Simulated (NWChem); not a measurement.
System: SiH4S; SMILES [SiH3]S

NWChem input:

```
start job
memory heap 200 mb stack 900 mb global 1100 mb
geometry units angstroms
  Si     0.003674     0.991361    -0.000256
  S      0.077870    -1.144350    -0.001017
  H     -0.679957     1.513732     1.210066
  H      1.421919     1.422657    -0.006134
  H     -0.690252     1.513781    -1.204674
  H     -1.256739    -1.300457     0.001458
end
basis spherical
  * library def2-svp
end
dft
  xc xcamb88 1.00 lyp 0.81 vwn_5 0.19 hfexch 1.00
  cam 0.33 cam_alpha 0.19 cam_beta 0.46
  iterations 150
end
driver
  maxiter 120
end
task dft optimize
task dft freq
```

Excerpt of the output:

```
             Northwest Computational Chemistry Package (NWChem) 7.3.0
             --------------------------------------------------------

 C1  symmetry detected

                             Geometry "geometry" -> ""
                             -------------------------

 Output coordinates in angstroms (scale by  1.889725989 to convert to a.u.)

  No.       Tag          Charge          X              Y              Z
 ---- ---------------- ---------- -------------- -------------- --------------
    1 Si                  14.0000     0.01556828     1.02891528     0.00000032
    2 S                   16.0000     0.05943476    -1.10763400     0.00001285
    3 H                    1.0000    -0.66274947     1.56133313     1.20893308
    4 H                    1.0000     1.43980222     1.44003012    -0.00345374
    5 H                    1.0000    -0.66870633     1.56074306    -1.20582145
    6 H                    1.0000    -1.27725845    -1.24477614     0.00013202

 Effective nuclear repulsion energy (a.u.)      89.2443220958

                                Z-matrix (autoz)
                                --------

 Units are Angstrom for bonds and degrees for angles

      Type          Name      I     J     K     L     M      Value
      ----------- --------  ----- ----- ----- ----- ----- ----------
    1 Stretch                  1     2                       2.13700
    2 Stretch                  1     3                       1.48496
    3 Stretch                  1     4                       1.48239
    4 Stretch                  1     5                       1.48495
    5 Stretch                  2     6                       1.34371
    6 Bend                     1     2     6                94.68174
    7 Bend                     2     1     3               111.58227
    8 Bend                     2     1     4               104.92490
    9 Bend                     2     1     5               111.56358
   10 Bend                     3     1     4               109.95821
   11 Bend                     3     1     5               108.79512
   12 Bend                     4     1     5               109.96900
   13 Torsion                  3     1     2     6          61.09939
   14 Torsion                  4     1     2     6        -179.86700
   15 Torsion                  5     1     2     6         -60.83027

                           NWChem Geometry Optimization
                           ----------------------------

[...]

      ----------------------
      Optimization converged
      ----------------------

  Step       Energy      Delta E   Gmax     Grms     Xrms     Xmax
  ---- ---------------- -------- -------- -------- -------- --------
@    3    -689.89299201 -1.2D-06  0.00007  0.00003  0.00087  0.00169
                                     ok       ok       ok       ok

                                Z-matrix (autoz)
                                --------

 Units are Angstrom for bonds and degrees for angles

[...]

 Rotational Constants
 --------------------
 A=   2.196335 cm-1  (  3.159965 K)
 B=   0.207939 cm-1  (  0.299171 K)
 C=   0.203431 cm-1  (  0.292685 K)

 Temperature                      =   298.15K
 frequency scaling parameter      =   1.0000

 Zero-Point correction to Energy  =   21.729 kcal/mol  (  0.034627 au)
 Thermal correction to Energy     =   24.261 kcal/mol  (  0.038662 au)
 Thermal correction to Enthalpy   =   24.853 kcal/mol  (  0.039606 au)

 Total Entropy                    =   64.455 cal/mol-K
   - Translational                =   38.370 cal/mol-K (mol. weight =  63.9803)
   - Rotational                   =   22.368 cal/mol-K (symmetry #  =        1)
   - Vibrational                  =    3.717 cal/mol-K

 Cv (constant volume heat capacity) =   12.821 cal/mol-K
   - Translational                  =    2.979 cal/mol-K
   - Rotational                     =    2.979 cal/mol-K
   - Vibrational                    =    6.862 cal/mol-K

[normal modes left out]

 ----------------------------------------------------------------------------
 Normal Eigenvalue ||           Projected Infra Red Intensities
  Mode   [cm**-1]  || [atomic units] [(debye/angs)**2] [(KM/mol)] [arbitrary]
 ------ ---------- || -------------- ----------------- ---------- -----------
    1       -0.000 ||    0.000427           0.010         0.416       0.089
    2       -0.000 ||    0.006560           0.151         6.395       1.369
    3       -0.000 ||    0.000693           0.016         0.676       0.145
    4       -0.000 ||    0.000009           0.000         0.009       0.002
    5        0.000 ||    0.000689           0.016         0.671       0.144
    6        0.000 ||    0.000170           0.004         0.166       0.035
    7      250.415 ||    0.020310           0.469        19.799       4.240
    8      520.752 ||    0.031455           0.726        30.664       6.566
    9      570.527 ||    0.029439           0.679        28.698       6.145
   10      654.715 ||    0.022199           0.512        21.641       4.634
   11      830.447 ||    0.007139           0.165         6.959       1.490
   12      949.139 ||    0.261726           6.038       255.144      54.633
   13      951.968 ||    0.056887           1.312        55.456      11.875
   14      978.744 ||    0.126951           2.929       123.758      26.500
   15     2248.644 ||    0.128833           2.972       125.593      26.893
   16     2255.699 ||    0.084296           1.945        82.176      17.596
   17     2283.391 ||    0.084387           1.947        82.265      17.615
   18     2712.435 ||    0.000142           0.003         0.138       0.030
 ----------------------------------------------------------------------------
```

Level: CAM-B3LYP/def2-SVP.
